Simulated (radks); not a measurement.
The numbers below are computed, except where a source is named.
Sn II, configuration [Kr] 4d10 5s2 7d1 (not the ground configuration).

Level of theory: scalar-relativistic Kohn-Sham, PBE, spin-polarised, spherical densities, finite nucleus; open shells are filled with parallel spins first (spin-orbit coupling, left out, can overturn this in heavy ions); Fermi nuclear charge, rms radius 4.6519 fm (a radial shooting solver on a logarithmic mesh with Libxc functionals).

Energy parts (eV):
part                       energy
total                 -168067.538
kinetic                175467.551
electron-nucleus      -405682.924
Hartree                 66620.446
exchange-correlation    -4472.612

Orbitals (lengths in bohr, moments of r in powers of bohr; <r^-3> diverges for s and p1/2; r(90%) holds 90 % of the orbital's charge):
1s down: occ. 1; eigenvalue (eV) -29027.88; r(90%) 0.0522; <r> 0.02906; <1/r> 53.08
1s up: occ. 1; eigenvalue (eV) -29027.88; r(90%) 0.0522; <r> 0.02906; <1/r> 53.08
2s up: occ. 1; eigenvalue (eV) -4395.226; r(90%) 0.194; <r> 0.1255; <1/r> 12.11
2s down: occ. 1; eigenvalue (eV) -4395.224; r(90%) 0.194; <r> 0.1255; <1/r> 12.11
2p up: occ. 3; eigenvalue (eV) -3947.308; r(90%) 0.178; <r^-3> 4696; <r> 0.1096; <1/r> 11.65
2p down: occ. 3; eigenvalue (eV) -3947.306; r(90%) 0.178; <r^-3> 4696; <r> 0.1096; <1/r> 11.65
3s up: occ. 1; eigenvalue (eV) -860.5082; r(90%) 0.499; <r> 0.3394; <1/r> 4.302
3s down: occ. 1; eigenvalue (eV) -860.5075; r(90%) 0.499; <r> 0.3394; <1/r> 4.302
3p up: occ. 3; eigenvalue (eV) -714.1135; r(90%) 0.507; <r^-3> 869.5; <r> 0.3377; <1/r> 4.095
3p down: occ. 3; eigenvalue (eV) -714.1127; r(90%) 0.507; <r^-3> 869.5; <r> 0.3377; <1/r> 4.095
3d up: occ. 5; eigenvalue (eV) -488.7229; r(90%) 0.496; <r^-3> 119.6; <r> 0.3146; <1/r> 3.865
3d down: occ. 5; eigenvalue (eV) -488.7216; r(90%) 0.496; <r^-3> 119.6; <r> 0.3146; <1/r> 3.865
4s up: occ. 1; eigenvalue (eV) -149.1751; r(90%) 1.18; <r> 0.8186; <1/r> 1.695
4s down: occ. 1; eigenvalue (eV) -149.1715; r(90%) 1.18; <r> 0.8186; <1/r> 1.695
4p up: occ. 3; eigenvalue (eV) -104.9516; r(90%) 1.30; <r^-3> 156.5; <r> 0.8856; <1/r> 1.538
4p down: occ. 3; eigenvalue (eV) -104.9481; r(90%) 1.30; <r^-3> 156.5; <r> 0.8856; <1/r> 1.538
4d up: occ. 5; eigenvalue (eV) -41.0120; r(90%) 1.69; <r^-3> 14.65; <r> 1.092; <1/r> 1.222
4d down: occ. 5; eigenvalue (eV) -41.0064; r(90%) 1.69; <r^-3> 14.66; <r> 1.091; <1/r> 1.222
5s up: occ. 1; eigenvalue (eV) -23.9610; r(90%) 3.23; <r> 2.220; <1/r> 0.5800
5s down: occ. 1; eigenvalue (eV) -23.9242; r(90%) 3.23; <r> 2.220; <1/r> 0.5803
7d up: occ. 1; eigenvalue (eV) -2.0089; r(90%) 21.7; <r^-3> 0.1045; <r> 15.87; <1/r> 0.08571

The highest occupied level is 7d up at -2.009 eV. The density falls to 0.001 e/bohr^3 at r = 3.73 bohr. The electron density at the nucleus is 1.966e+05 e/bohr^3 (large components only). Spin moment in Bohr magnetons: 1. The spin density at the nucleus is -0.06829 e/bohr^3 (1s -0.00050, 2s -0.00365, 3s 0.00046, 4s 0.00339, 5s -0.06800).
